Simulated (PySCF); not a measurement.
C₄H₆OS, SMILES C=C1O[C@@H](C)S1.

Coordinates come from a B3LYP-D3(BJ)/def2-SVP optimisation. The structure was generated by enumeration; whether it is a known compound was not checked.

The numbers are results of PBE/def2-TZVP (PySCF), not measurements.

Gas-phase values at a fixed geometry.

| Item | Result |
|---|---|
| total energy | -629.05222 hartree |
| highest occupied level | -5.07 eV |
| lowest empty level | -1.71 eV |
| orbital gap | 3.36 eV |
| dipole moment | 1.85 D |
| quadrupole, principal values (traceless, Buckingham form, about the centre of nuclear charge) | -3.47, -3.24, 6.71 D·Å |
| mean static polarisability | 72.7 bohr³ (10.77 Å³) |
| polarisability, principal values | 50.9, 67.6, 99.5 bohr³ |
